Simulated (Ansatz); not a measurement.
Computed with Ansatz on PBE0-D4/def2-TZVP structures; ΔE is electronic, products minus reactants. CBS: MP2 limit from def2 TZ/QZ plus the TZ coupled-cluster correction, frozen cores. This one scheme is used for every species. Functionals use def2-TZVPP. One conformer a species, not always the lowest.

`[SiH3][AlH][Cl]` + `[OH][Al]([OH])[SH]` → `O[SiH2][AlH][Cl]` + `[OH][AlH][SH]`  (redistribution)

```json
{"level": "PBE-QIDH", "ΔE (eV)": "0.64"}
{"level": "LC-ωPBE", "ΔE (eV)": "0.64"}
```

Q: What does CCSD(T)/CBS give? (Best estimate.)

A: The calculation gave: +0.64 eV. The listed levels differ from it by 0.00, 0.00 eV.

Largest T1 diagnostic among the species: 0.012.

At CCSD(T), def2-SVP lies +0.12 eV from the extrapolated value and def2-TZVPP +0.02 eV. In def2-TZVPP, CCSD(T) changes the Hartree–Fock value by +0.05 eV (the triples alone add −0.00 eV) and MP2 by +0.06 eV.
